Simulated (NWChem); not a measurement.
# BeHF; SMILES [F][BeH]

```xyz
3

Be     0.0000     0.0000    -0.7768
H      0.0000     0.0000    -2.1150
F      0.0000     0.0000     0.6242
```
Atoms are numbered in this order, from 1.

All runs use the structure optimised with PBE-D3(BJ)/def2-SVP.

Question: List the 4 lowest vertical singlet excitations from Hartree-Fock/def2-SVP, CIS (NWChem).

Answer: 
```json
[
 {"state": "S1", "energy (eV)": "9.45", "oscillator strength": "0.295", "leading excitation (squared amplitude)": "HOMO → LUMO (0.93)"},
 {"state": "S2", "energy (eV)": "9.45", "oscillator strength": "0.295", "leading excitation (squared amplitude)": "HOMO → LUMO+1 (0.93)"},
 {"state": "S3", "energy (eV)": "10.67", "oscillator strength": "0.109", "leading excitation (squared amplitude)": "HOMO → LUMO+2 (0.97)"},
 {"state": "S4", "energy (eV)": "12.31", "oscillator strength": "0.000", "leading excitation (squared amplitude)": "HOMO−2 → LUMO (0.46)"}
]
```
